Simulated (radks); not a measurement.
Q: Numerical settings for neutral carbon, [He] 2s2 2p2. Method: Dirac Kohn-Sham, BLYP, spin-unpolarised, spherical densities, finite nucleus; open shells fill j = l - 1/2 first; Fermi nuclear charge, rms radius 2.4702 fm; computed with a radial shooting solver on a logarithmic mesh with Libxc functionals. The defaults (mesh step 0.008 in ln r, mesh end at 40 bohr or more with all orbitals vanishing there, Anderson mixing 0.5 over 9 steps, residual threshold near 1e-9 with the energy settled to 1e-9 hartree or 1e-11 of itself, here a cap of 74 iterations) give E = -37.8180 hartree and 2p1/2 at -5.240 eV in 18 iterations. Run on one thread of a shared host, so times are rough (Arm Neoverse N1): 0.07 s of CPU time, 0.07 s wall, 18 iterations on 2208 mesh points. One setting is changed at a time: mesh step in ln r 0.005; mesh step in ln r 0.012; mesh step in ln r 0.02; mesh end (bohr) 2; mesh end (bohr) 12; residual threshold 0.1; residual threshold 1e-16; mixing 0.05; linear mixing, mixing 0.5; linear mixing, mixing 0.2; mixing history 20; iteration cap 2. Which runs fail to converge, and which converge to a wrong energy?

A: Not converged within the cap: residual threshold 1e-16; linear mixing, mixing 0.5; linear mixing, mixing 0.2; iteration cap 2. Settled on a wrong energy, with an occupied level pushed above zero by the early mesh end: mesh end (bohr) 2 (+2.69 hartree). Apart from these: no run marked as converged misses the energy by more than 1 mhartree.
